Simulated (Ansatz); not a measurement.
```xyz
11

B     1.842    0.682    0.218
O     0.599    1.171    0.014
C    -0.600    0.559    0.387
Si   -1.076   -0.893   -0.746
Br   -0.594   -0.122    2.236
H     2.727    1.329   -0.255
H     2.015   -0.332    0.827
H    -1.361    1.338    0.413
H    -0.013   -1.919   -0.629
H    -2.393   -1.423   -0.323
H    -1.146   -0.388   -2.143
```

Total charge 0; spin multiplicity 1.

(1) List the PBE/def2-TZVPP orbital energies in eV (Ansatz). (An estimate is asked.)

Answers

(1) Computed: Occupied: -13089.09, -1779.98, -1682.21, -1516.61, -1516.50, -1516.50, -511.84, -272.00, -228.99, -177.71, -171.24, -170.92, -170.90, -137.77, -94.51, -94.48, -94.48, -67.88, -67.80, -67.79, -67.55, -67.55, -26.97, -20.13, -17.23, -14.24, -12.95, -12.16, -10.93, -10.67, -9.33, -8.89, -8.68, -8.03, -7.59, -7.15, -6.62. Lowest empty: -2.09, -1.38, -0.22, -0.02, 0.41, 0.77, 0.94, 1.56.
